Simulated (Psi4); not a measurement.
H4AlO4, charge -1, singlet, at a GFN2-xTB geometry (such geometries of metal compounds can be far from the true shape) (a gas-phase anion, which may not be bound at this level). Base run: CCSD(T)/def2-SVP (Psi4).

Here is a job for Psi4.
```
memory 2 GB

molecule mol {
-1 1
Al   -0.000000   -0.000000    0.000000
O     1.593138   -0.424139   -0.584714
H     1.748734   -0.424338   -1.518959
O     0.132413    0.263587    1.724199
H     0.861441    0.772191    2.051100
O    -0.524221    1.408371   -0.895298
H    -1.433353    1.668321   -0.841175
O    -1.201331   -1.247819   -0.244187
H    -1.176823   -2.016174    0.309034
}

set {
  basis def2-svp
  reference rhf
  freeze_core true
}

energy('ccsd(t)')
print_variables()
```

Each row names what was changed in the base input (with any setting that the change needs).

```csv
change,ΔE vs base (mEh),MP2 correlation (Eh),basis functions,core-seconds (rough)
base,0.000,-0.82357,94,100
method = qcisd(t),-0.561,-0.82357,94,70
method = dlpno-mp2,37.878,-0.82327,94,5
method = mp3,…,-0.82336,94,6
method = mp4,-0.832,-0.82357,94,50
method = ccsd,…,-0.82357,94,50
method = fno-ccsd(t),0.000,-0.82357,94,70
method = mp2,37.783,-0.82336,94,4
```

Q: What belongs in the gaps?

A: 
- method = mp3, ΔE vs base (mEh): 27.183
- method = ccsd, ΔE vs base (mEh): 14.637

A gas-phase anion may not be bound at this level; its values then depend on the basis.
